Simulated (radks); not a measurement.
Results of a calculation; reference values are marked as such.
Problem. Species: Sr+. Configuration: [Kr] 5s1 (the NIST ground configuration). Code: a radial shooting solver on a logarithmic mesh with Libxc functionals. Model: scalar-relativistic Kohn-Sham, PBE, spin-polarised, spherical densities, finite nucleus; open shells are filled with parallel spins first (spin-orbit coupling, left out, can overturn this in heavy ions); Fermi nuclear charge, rms radius 4.224 fm. Some entries of the table are withheld. Estimate them.

orbital,occ.,eigenvalue (hartree),<1/r> (bohr^-1),<r^2> (bohr^2)
1s up,1,-585.9111,38.99,0.002067
1s down,1,-585.9106,38.99,0.002067
2s up,1,-79.53944,8.703,0.03507
2s down,1,-79.53907,8.703,0.03507
2p up,3,-70.70140,8.497,0.02766
2p down,3,-70.70104,8.497,0.02766
3s up,1,-12.50045,2.917,0.2779
3s down,1,-12.49978,2.918,0.2779
3p up,3,-9.64799,2.762,0.2901
3p down,3,-9.64727,2.762,0.2901
3d up,5,-4.93899,2.507,0.3027
3d down,5,-4.93819,2.508,0.3027
4s up,1,-1.73618,0.9900,2.092
4s down,1,-1.73264,0.9911,2.084
4p up,3,-1.07131,0.8484,2.821
4p down,3,-1.06588,0.8516,2.791
5s up,1,-0.31886,0.3288,16.90
4d up,0,-0.25758,(1),9.766
4d down,0,-0.23601,(2),8.574
5p up,0,-0.20942,0.2630,26.21

Solution. 
(1) 4d up <1/r> (bohr^-1): 0.4727
(2) 4d down <1/r> (bohr^-1): 0.4978
